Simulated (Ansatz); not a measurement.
C$_{2}$H$_{10}$N$_{2}$Si, SMILES `CN(C)N[SiH3]` at its PBE0-D4/def2-TZVP geometry, where that method's forces vanish. Charge 0, multiplicity 1.

```xyz
15

C     0.3488    1.3807   -0.7456
N    -0.6116    0.3024   -0.6770
C    -1.5848    0.5031    0.3744
N     0.0066   -0.9568   -0.5699
Si    1.1759   -1.4647    0.5943
H     1.0335    1.2065   -1.5763
H    -0.1790    2.3210   -0.9195
H     0.9446    1.4936    0.1778
H    -2.1115    1.4437    0.1978
H    -2.3082   -0.3119    0.3553
H    -1.1353    0.5469    1.3808
H    -0.1404   -1.5110   -1.3971
H     1.4085   -2.8979    0.2831
H     2.4803   -0.7427    0.5356
H     0.6726   -1.3129    1.9864
```

Task: What forces (eV/Å) does PBE-D4/def2-TZVPP give on these atoms in the Gaussian-basis code of Ansatz? (Estimate.)

Result: The calculation gave: 
```
C1   0.069  0.108 -0.042
N2  -0.210  0.113 -0.282
C3  -0.114  0.024  0.073
N4  -0.001 -0.170  0.037
Si5  0.163 -0.055  0.157
H6   0.145 -0.025 -0.167
H7  -0.099  0.202 -0.033
H8   0.146  0.039  0.206
H9  -0.113  0.193 -0.025
H10 -0.154 -0.162  0.005
H11  0.089  0.014  0.240
H12 -0.047 -0.213 -0.296
H13  0.020 -0.146 -0.035
H14  0.153  0.070  0.008
H15 -0.046  0.009  0.154
```
